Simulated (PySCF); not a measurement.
Vibration and rotation of RbB⁻

ROHF-CCSD(T) constants of RbB⁻, doublet, unpaired electrons π ↑ (basis Rb def2-SVPD with ECP28, B def2-SVPD; scalar-relativistic core potentials; PySCF 2.14; masses 84.9118 and 11.0093 u):

```
ωe            : 193.4 cm⁻¹
ωexe          : 1.53 cm⁻¹
Be            : 0.16459 cm⁻¹
αe            : 0.00182 cm⁻¹
De to Rb⁻ + B : 0.71 eV
```

Problem. What force constant and bond length do these constants imply?

Solution. Reduced mass μred = 9.7457 u; k = 5.8918×10⁻⁷·μred·ωe² (u, cm⁻¹, mdyn/Å) = 0.215 mdyn/Å; Re = √(16.8576/(μred·Be)) (u, cm⁻¹, Å) = 3.242 Å.

Problem. Estimate the centrifugal constant D from the Kratzer relation and find the Dunham coefficient a1.

Solution. D = 4Be³/ωe² = 4.77e-07 cm⁻¹; a1 = −1 − αeωe/(6Be²) = -3.17.

Correlated steps freeze 1 core orbital. Correlated levels converge slowly with the basis: in double zeta they bind strong bonds too weakly, by up to about 1 eV, and carry superposition errors of some tenths. Spin–orbit coupling is left out. For an ion De counts to the pair picked by the measured ionisation energies or electron affinities, which need not be the lowest pair at this level. The CCSD T1 diagnostic is raised, a sign that a single reference may not be enough here. The state was picked by a PBE0 search and need not be the measured ground state.
